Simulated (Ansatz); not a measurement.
H3Si, doublet, geometry from GFN2-xTB; MP2/def2-SVP (Ansatz, an electronic-structure program).

Ansatz was given this input:
Ansatz 0.2 input:
```yaml
crystal:
  periodic: [false, false, false]
  atoms:
    - {symbol: Si, position_ang: [0.00172380, 0.00046639, 0.05606838]}
    - {symbol: H, position_ang: [-0.01025152, 1.41163100, -0.27334508]}
    - {symbol: H, position_ang: [1.21691602, -0.70748096, -0.29344641]}
    - {symbol: H, position_ang: [-1.23079768, -0.71067955, -0.21816587]}
basis:
  gaussian:
    orbitals: def2-SVP
magnetization: {spin_polarized: true, initial_magnetization: 1}
correlation: {method: mp2, electrons: outside_noble_gas}
accuracy: high
```

The log (banner, timings and long lists left out):

```
Functional definition: HF
620 factors; integrals over basis functions are off by at most 2.9e-9 eV
mean field evaluation 1: about -7905.1618 eV, gradient 6.9e0 eV
mean field evaluation 2: about -7905.1639 eV, gradient 6.9e0 eV
mean field evaluation 4: about -7905.7424 eV, gradient 5.3e-1 eV
mean field evaluation 8: about -7905.7489 eV, gradient 9.8e-3 eV
mean field -7905.74886288 eV, -290.5309120020 hartree, gradient 8.2e-9 eV, S^2 0.756340; 0 other end points of the search recorded, 0 dependent functions left out
5 core orbitals not correlated
reference -7905.74886288 eV, -290.5309120020 hartree; 4, 3 occupied and 24, 25 virtual orbitals, 620 factors
second order -2.56207776 eV of doubles, -0.00000000 eV of singles
Total energy: -7908.31094065 eV, -290.6250666231 hartree
```
